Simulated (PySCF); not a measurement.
Which is lower?

The two ends of one reaction step of BH3BrF, closed shell (PBE0-D4/def2-TZVP).

A:

```
6
angstrom
B 0.0681 0.6171 -0.8106
F 1.3193 0.6216 -0.3766
H -0.2444 -0.2231 -1.6034
H -0.6521 1.5004 -0.4456
H 0.4989 -1.1024 1.8873
Br -0.8751 -1.1790 1.5280
```

B:

| atom | x (Å) | y (Å) | z (Å) |
| --- | --- | --- | --- |
| B1 | -0.4490 | 0.2470 | -0.5656 |
| F2 | 1.4604 | -0.1023 | 0.5661 |
| H3 | -0.0432 | -0.3089 | -1.5310 |
| H4 | -0.4094 | 1.4175 | -0.3805 |
| H5 | 1.0526 | -0.6220 | 1.2176 |
| Br6 | -1.5596 | -0.7854 | 0.6304 |

PySCF 2.14 with density fitting (its default auxiliary sets; JK sets also for MP2 and CCSD(T)); basis: def2-TZVPP; cores frozen in the correlated methods. Filled d shells of the heavier atoms are correlated. The def2 sets are not built for correlating such inner shells, so the correlated values are less sure here. B3LYP uses VWN-RPA correlation.

**Question.** Which structure is lower at CCSD(T), and by how much? (To be estimated.)

**Answer.** Computed: A, by 52.9 kJ/mol (electronic energy, against the other). By their contacts, A is a complex of BH₂F ([BH2][F]) + HBr and B is a complex of BH₂Br ([BH2][Br]) + HF.

All methods give the same order:

```json
{"method": "SPW92", "E(B) − E(A) (kJ/mol)": "42.7"}
{"method": "PBE-D4", "E(B) − E(A) (kJ/mol)": "46.6"}
{"method": "r2SCAN-D4", "E(B) − E(A) (kJ/mol)": "50.3"}
{"method": "PBE0-D4", "E(B) − E(A) (kJ/mol)": "47.8"}
{"method": "B3LYP-D4", "E(B) − E(A) (kJ/mol)": "59.3"}
{"method": "BHLYP-D4", "E(B) − E(A) (kJ/mol)": "61.0"}
{"method": "wB97M-V", "E(B) − E(A) (kJ/mol)": "53.2"}
{"method": "HF", "E(B) − E(A) (kJ/mol)": "71.3"}
{"method": "MP2", "E(B) − E(A) (kJ/mol)": "47.4"}
{"method": "CCSD", "E(B) − E(A) (kJ/mol)": "56.0"}
{"method": "CCSD(T)", "E(B) − E(A) (kJ/mol)": "52.9"}
```

The T1 diagnostic stays at or below 0.010.

Labels in which every atom is bracketed show which atoms are joined, not bond orders.

For scale, one of the runs: CCSD(T)/def2-TZVPP, 152 basis functions, launched by `OMP_NUM_THREADS=4 python run.py`. Hardware: 4 CPU threads of an Arm Neoverse V1, shared host. Wall time 2.7 min; peak host memory 1.4 GiB.
